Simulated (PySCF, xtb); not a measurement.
Si(H)2(SeH)2 (H4Se2Si), SMILES [SeH][SiH2][SeH].

GFN2-xTB (xtb) at its own geometry gives an orbital gap of 3.95 eV and a dipole moment of 1.27 D.

The structure is a stationary point at PBE0-D3(BJ)/def2-SVP. This is a generated structure with no PubChem entry under its InChIKey; it may be hypothetical. The values are those of a single conformer.

Q: What does PBE/def2-TZVPD (PySCF) give? (The exact figures need the calculation; the answer reports its results.)

A: gap 4.35 eV (levels -5.96 and -1.61 eV), dipole 0.06 D.
